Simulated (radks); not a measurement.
Results of a calculation; reference values are marked as such.
Species: Al I. Configuration: [Ne] 3s2 3p1. Code: a radial shooting solver on a logarithmic mesh with Libxc functionals. Model: non-relativistic Kohn-Sham, LDA (Slater exchange, Perdew-Wang correlation), spin-polarised, spherical densities, point nucleus; open shells are filled with parallel spins first.

X-ray form factor f0, the Fourier transform of the density (f0(0) = 13):

sin(theta)/lambda (1/angstrom),f0 (electrons)
0.05,12.450
0.1,11.258
0.15,10.086
0.2,9.166
0.25,8.451
0.3,7.843
0.4,6.725
0.5,5.655
0.6,4.685
0.8,3.213
1,2.333
1.25,1.763
1.5,1.481
2,1.188
